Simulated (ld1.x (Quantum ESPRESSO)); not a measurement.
**Nd, TM semilocal: configuration errors across variants**

ld1.x (Quantum ESPRESSO) 7.5 input, shortened:

```
&input
   title='Nd', zed=60., rel=1, dft='PBE', iswitch=3,
   config='[Xe] 4f4 5d0 6s0 6p0'
 /
 &inputp
   pseudotype=1, tm=.true., lloc=0,
   nlcc=.false.
 /
4
5P  2  1   6.00   0.00  2.10  2.10  0.0
5D  3  2   0.00   0.00  2.40  2.40  0.0
4F  4  3   4.00   0.00  1.35  1.35  0.0
5S  1  0   2.00   0.00  1.85  1.85  0.0
 &test
   configts(1)='4f4 5s2 5p6 5d0 6s0 6p0'
 /
```

All-electron excitation energies from the reference (eV): (1) 4f4 5s2 5p6 5d0 6s2 6p0 -16.585; (2) 4f4 5s2 5p6 5d0 6s1 6p0 -10.787; (3) 4f3 5s2 5p6 5d0 6s0 6p0 22.449; (4) 4f3 5s2 5p6 5d1 6s2 6p0 -14.748; (5) 4f4 5s2 5p6 5d1 6s1 6p0 -14.878; (6) 4f5 5s2 5p6 5d0 6s0 6p0 -8.225.

In the semilocal form every listed channel keeps its own potential, so the choice of the local channel does not act on these tests. It acts once the file is put into the separable form.

A semilocal file is local in each channel, so a ghost entry of none says nothing of the separable form that plane-wave codes build from it.

Tests that are not counted but printed errors over 1 eV. “base”: 4f4 5s2 5p6 5d0 6s0 6p2 (solver errors, printed error -10.4 eV). “wave 4f (bound): rc 1.35 bohr becomes 4f (bound): rc 1.16 bohr”: 4f4 5s2 5p6 5d0 6s0 6p2 (solver errors, printed error -8.6 eV). “wave 5s (bound): rc 1.85 bohr becomes 5s (bound): rc 1.36 bohr”: 4f4 5s2 5p6 5d0 6s0 6p2 (solver errors, printed error -10.5 eV). “local potential the d channel”: 4f4 5s2 5p6 5d0 6s0 6p2 (solver errors, printed error -10.4 eV). “all radii scaled by about 0.87 (s 1.60, p 1.82, d 2.08, f 1.18 bohr)”: 4f4 5s2 5p6 5d0 6s0 6p2 (solver errors, printed error -10.5 eV).

4 further variants failed, have other tests or another functional or relativity, and are left out.

Errors AE − PS in meV (a dash: test not solved or not reliable):

| change | (1) | (2) | (3) | (4) | (5) | (6) | bound ghosts |
| --- | --- | --- | --- | --- | --- | --- | --- |
| base | +273 | +193 | +94 | +465 | +120 | -19 | none |
| wave 4f (bound): rc 1.35 bohr becomes 4f (bound): rc 1.16 bohr | +273 | +193 | +49 | +411 | +118 | -22 | none |
| wave 5s (bound): rc 1.85 bohr becomes 5s (bound): rc 1.36 bohr | +77 | +54 | +73 | +121 | +32 | -24 | none |
| local potential the d channel | +273 | +193 | +94 | +465 | +120 | -19 | none |
| all radii scaled by about 0.87 (s 1.60, p 1.82, d 2.08, f 1.18 bohr) | +109 | +77 | -15 | +94 | +45 | -38 | none |
| wave 5p (bound): rc 2.10 bohr becomes 5p (bound): rc 2.74 bohr | +274 | +193 | +215 | +524 | +119 | +18 | none |
| core correction a·sin(br)/r model core inside 1.10 bohr | +273 | +192 | +27 | +392 | +118 | -33 | none |
| wave 4f (bound): rc 1.35 bohr becomes 4f (bound): rc 1.20 bohr | +273 | +193 | +55 | +418 | +119 | -21 | none |

Q: Give the same row for: wave 5d (bound): rc 2.40 bohr becomes 5d (bound): rc 2.70 bohr.

A: +273, +193, +94, +467, +120, -19; bound ghosts: none. Not counted: 4f4 5s2 5p6 5d0 6s0 6p2 (solver errors, printed error -10.4 eV).
